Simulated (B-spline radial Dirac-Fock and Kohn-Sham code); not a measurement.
**K-line shifts caused by a second vacancy in Tc³⁺**

System: the Tc³⁺ ion in the configuration [Kr] 4d4.

The run's input, task.json:

```json
{"items": [{
  "Z": 43,
  "q": 3,
  "cfg": [[1, 0, 2], [2, 0, 2], [2, 1, 6], [3, 0, 2], [3, 1, 6], [3, 2, 10], [4, 0, 2], [4, 1, 6], [4, 2, 4]],
  "A": 97,
  "rrms": 4.4112,
  "do": ["binding", "quiet", "double"]
}]}
```

Command: `python xray_run.py task.json out`

These are calculated numbers from an atomic code on a B-spline grid; the model is multi-electron Dirac-Fock with separately optimised hole states, Breit and Lamb-shift corrections added in first order. Each two-hole energy is an average over J within one jj subconfiguration, not an observable level; in light atoms, where LS coupling holds, the j-resolved values are not observed lines, and for a K spectator the Kα1 hypersatellite is nearly forbidden. No correlation.

Lines without a spectator: Kα2 (K-L2) 18249.0 eV, Kα1 (K-L3) 18365.4 eV, Kβ3 (K-M2) 20594.6 eV, Kβ1 (K-M3) 20614.6 eV. Shifts in eV with one spectator hole (a dash: not computed, or left out as unreliable):

| spectator hole | Kα2 | Kα1 | Kβ3 | Kβ1 |
| --- | --- | --- | --- | --- |
| L2 (2p1/2) | +50.7 | +63.2 | – | +136.6 |
| L3 (2p3/2) | +52.2 | +51.5 | +124.7 | – |
| M2 (3p1/2) | – | +6.38 | +14.97 | +18.41 |
| M3 (3p3/2) | +5.02 | – | +16.19 | +15.60 |
| M4 (3d3/2) | +0.45 | -1.65 | – | – |
| M5 (3d5/2) | -1.95 | -0.49 | – | – |

Question: Where does the K-L3 hypersatellite lie, emitted when both K electrons are missing?

Answer: +491.3 eV from the normal line, at 18856.8 eV. Removing both K electrons costs 42845.0 eV, which is 665.1 eV more than twice the K binding energy.

With n spectator holes in 2p, averaged over the 2p shell (energies in eV):

```
n     KαLⁿ   step  hypersatellite KαʰLⁿ
0  18326.6      –               18814.2
1  18381.4  +54.8               18870.4
2  18437.3  +56.0               18927.7
3  18494.5  +57.2               18986.2
4  18552.9  +58.4               19046.0
5  18612.5  +59.6               19107.0
```
